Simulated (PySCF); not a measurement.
## Xenon: a sound run and one with changed settings

Sound run: Xe [Xe], Xe⁺ [Kr] 4d10 5s2 5p5. All numbers are calculated (PySCF 2.14, a scalar-relativistic core potential, in aug-cc-pVDZ-PP with ECP28MDF (5s4p3d, 32 functions)). In the sound run the correlated levels freeze 4s2 4p6 4d10 outside the core potential. The sound run starts from symmetry-adapted Hartree-Fock orbitals and uses a fine grid where one is needed.

Changed run: a valence shell is frozen. This setting is unsound on purpose.

```json
{"species": "Xe", "method": "MP2", "sound run (hartree)": "-328.39751", "changed run (hartree)": "-328.37824", "converged": "yes"}
{"species": "Xe", "method": "CCSD(T)", "sound run (hartree)": "-328.40888", "changed run (hartree)": "-328.38758", "converged": "yes"}
{"species": "Xe⁺", "method": "MP2", "sound run (hartree)": "-327.94688", "changed run (hartree)": "-327.92176", "converged": "yes"}
{"species": "Xe⁺", "method": "CCSD(T)", "sound run (hartree)": "-327.96073", "changed run (hartree)": "-327.93112", "converged": "yes"}
```

Ionisation energy of Xe:

```csv
method,sound run (eV),changed run (eV)
UHF,11.592,11.592
MP2,12.262,12.422
SCS-MP2,12.196,12.386
CCSD,12.179,12.407
CCSD(T),12.195,12.421
```

Freezing a valence shell removes pair correlation that changes on ionisation.

For comparison, NIST gives 12.130 eV between the lowest levels.
